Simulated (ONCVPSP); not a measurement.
**scandium: ONCV pseudisation with PBE, scalar-relativistic reference atom.**

The input file (ONCVPSP 4.0.1):

```
# ATOM AND REFERENCE CONFIGURATION
# atsym  z   nc   nv     iexc    psfile
  Sc 21.00    5    2        4      upf
#
#   n    l    f
    1    0    2.00
    2    0    2.00
    2    1    6.00
    3    0    2.00
    3    1    6.00
    3    2    1.50
    4    0    1.50
#
# PSEUDOPOTENTIAL AND OPTIMIZATION
# lmax
    2
#
#   l,   rc,      ep,       ncon, nbas, qcut
    0    3.60    0.00    4    7    2.30
    1    2.70    0.19    4    7    3.20
    2    2.80    0.00    5   10    6.80
#
# LOCAL POTENTIAL
# lloc, lpopt,  rc(5),   dvloc0
    4    5    2.70    0.00
#
# VANDERBILT-KLEINMAN-BYLANDER PROJECTORs
# l, nproj, debl
    0    1    1.70
    1    1    1.70
    2    1    3.50
#
# MODEL CORE CHARGE
# icmod, fcfact, rcfact
    3    4.25    1.50
#
# LOG DERIVATIVE ANALYSIS
# epsh1, epsh2, depsh
   -2.00    5.00    0.02
#
# OUTPUT GRID
# rlmax, drl
    6.00    0.01
#
# TEST CONFIGURATIONS
# ncnf
    4
# nvcnf
#   n    l    f
    2
    3    2    1.00
    4    0    2.00
#
    2
    3    2    1.00
    4    0    1.00
#
    2
    3    2    1.00
    4    0    0.00
#
    2
    3    2    1.00
    4    0    1.50
#
```

Command:

```bash
oncvpsp.x < Sc.dat > Sc.out
```

The program printed (shortened: citation, most of the input echo, consistency checks and plot data are left out):

```
ONCVPSP  (Optimized Norm-Conservinng Vanderbilt PSeudopotential)
scalar-relativistic version 4.0.1

#   n    l    f        energy (Ha)
    1    0    2.00    -1.6153597E+02
    2    0    2.00    -1.7358696E+01
    2    1    6.00    -1.4196798E+01
    3    0    2.00    -1.9594441E+00
    3    1    6.00    -1.1758557E+00
    3    2    1.50    -7.6532366E-02
    4    0    1.50    -1.3967986E-01

Reference configufation results
  iterations    27
  all-electron total energy (Ha)   -7.64031405D+02

Begin loop to  construct optimized pseudo wave functions
and semi-local pseudopoentials for all angular momenta

Calculating optimized projector #   1

 for l=   0

    Fraction of norm inside rc  0.488632
    Optimizing pswf for qcut=   2.30 a_B^-1,  ecut=   2.64 Ha
    Residual kinetic energy error=  8.76D-05 Ha

    Energy error per electron        Cutoff
         Ha          eV             Ha
         0.01000     0.27211        0.95
         0.00100     0.02721        1.87
         0.00010     0.00272        2.81
         0.00001     0.00027        8.03

   Wellstate for l =  1  n =  5
     eigenvalue =   0.1900
     asymptotic potential =   0.6900
     half-point radius = 11.2597

Calculating optimized projector #   1

 for l=   1

    Fraction of norm inside rc  0.098249
    Optimizing pswf for qcut=   3.20 a_B^-1,  ecut=   5.13 Ha
    Residual kinetic energy error=  1.91D-04 Ha

    Energy error per electron        Cutoff
         Ha          eV             Ha
         0.01000     0.27211        0.70
         0.00100     0.02721        1.75
         0.00010     0.00272        9.74
         0.00001     0.00027       19.64

Calculating optimized projector #   1

 for l=   2

    Fraction of norm inside rc  0.769850
    Optimizing pswf for qcut=   6.79 a_B^-1,  ecut=  23.08 Ha
    Residual kinetic energy error=  1.05D-06 Ha

    Energy error per electron        Cutoff
         Ha          eV             Ha
         0.01000     0.27211       12.12
         0.00100     0.02721       15.22
         0.00010     0.00272       17.62
         0.00001     0.00027       19.69

Construct Vanderbilt / Kleinmman-Bylander projectors

Model core correction analysis
  based on d2Exc/dn_idn_j

d2excae - all-electron derivatives

   -1.959348D-02   -1.306470D-02
   -1.305849D-02   -3.091284D-02

d2excps - pseudofunction derivatives with no core correction

   -6.333966D-02   -1.697921D-02
   -1.697521D-02   -3.267945D-02

rms 2nd derivative error    2.206532E-02

rmatch, rhocmatch    2.2085    0.1389

Teter function model core charge with specified parameters

d2excps - pseudofunction derivatives with core correction

   -4.412566D-02   -1.311221D-02
   -1.310622D-02   -2.885340D-02

rms 2nd derivative error    1.230928E-02

Pseudoatom total energy   -1.606700

Diagnostic tests using Vanderbilt-Kleinman-Bylander pseudopotentials
  1 or more projectors used as specified by nproj input data

   l    rcore       rmatch      e in        delta e   norm test  slope test

   0   3.6068183   3.7163291  -0.1396799  -0.0000002   0.9999998   1.0000037

   1   2.7065820   2.7887597   0.1900000   0.0000016   1.0000011   1.0000011

   2   2.8054923   2.8906731  -0.0765324  -0.0000000   1.0000003   1.0000014

 Testing for bound ghosts
   n   l    E NL Schr. Eq   E Basis Diag.   E Cutoff

   1   0       -0.139680       -0.139229      9.64

   2   1       -0.047942       -0.024777     20.78

   3   2       -0.076532       -0.075547     56.30

 Testing for highly-localized positive-energy ghosts
       l    <radius>/rc     E Basis Diag.   E Cutoff

Test configuration 0

   n   l     f        eae           eps        diff
   1   0  2.0000 -161.53596804
   2   0  2.0000  -17.35869573
   2   1  6.0000  -14.19679801
   3   0  2.0000   -1.95944408
   3   1  6.0000   -1.17585569
   3   2  1.5000   -0.07653237   -0.07653239   -2.83D-08
   4   0  1.5000   -0.13967986   -0.13968005   -1.84D-07

    Total energies and differences
      AE_ref= -7.64031405D+02  AE_tst= -7.64031405D+02  dif=  0.00D+00
      PS_ref= -1.60669988D+00  PS_tst= -1.60669988D+00  dif=  5.64D-14
      PSP excitation error= -5.64D-14

Test configuration 1

   n   l     f        eae           eps        diff
   1   0  2.0000 -161.59672778
   2   0  2.0000  -17.43126625
   2   1  6.0000  -14.26828191
   3   0  2.0000   -2.02264824
   3   1  6.0000   -1.23568018
   3   2  1.0000   -0.11882432   -0.11535540    3.47D-03
   4   0  2.0000   -0.15372740   -0.15342617    3.01D-04

    Total energies and differences
      AE_ref= -7.64031405D+02  AE_tst= -7.64056381D+02  dif= -2.50D-02
      PS_ref= -1.60669988D+00  PS_tst= -1.63226909D+00  dif= -2.56D-02
      PSP excitation error=  5.93D-04

Test configuration 2

   n   l     f        eae           eps        diff
   1   0  2.0000 -161.85843306
   2   0  2.0000  -17.68871219
   2   1  6.0000  -14.52609926
   3   0  2.0000   -2.27982166
   3   1  6.0000   -1.49277546
   3   2  1.0000   -0.36630113   -0.36311848    3.18D-03
   4   0  1.0000   -0.35748841   -0.35976653   -2.28D-03

    Total energies and differences
      AE_ref= -7.64031405D+02  AE_tst= -7.63802925D+02  dif=  2.28D-01
      PS_ref= -1.60669988D+00  PS_tst= -1.37827175D+00  dif=  2.28D-01
      PSP excitation error=  5.20D-05

Test configuration 3

   n   l     f        eae           eps        diff
   1   0  2.0000 -162.17493495
   2   0  2.0000  -17.99960394
   2   1  6.0000  -14.83746569
   3   0  2.0000   -2.58722222
   3   1  6.0000   -1.79893168
   3   2  1.0000   -0.65823575   -0.66269847   -4.46D-03

    Total energies and differences
      AE_ref= -7.64031405D+02  AE_tst= -7.63333718D+02  dif=  6.98D-01
      PS_ref= -1.60669988D+00  PS_tst= -9.03450984D-01  dif=  7.03D-01
      PSP excitation error= -5.56D-03

Test configuration 4

   n   l     f        eae           eps        diff
   1   0  2.0000 -161.72020870
   2   0  2.0000  -17.55280056
   2   1  6.0000  -14.38998666
   3   0  2.0000   -2.14438724
   3   1  6.0000   -1.35748224
   3   2  1.0000   -0.23648161   -0.23266154    3.82D-03
   4   0  1.5000   -0.25241518   -0.25270479   -2.90D-04

    Total energies and differences
      AE_ref= -7.64031405D+02  AE_tst= -7.63955161D+02  dif=  7.62D-02
      PS_ref= -1.60669988D+00  PS_tst= -1.53108895D+00  dif=  7.56D-02
      PSP excitation error=  6.33D-04
```

The run took about 2.6 s on one core of a shared server CPU.
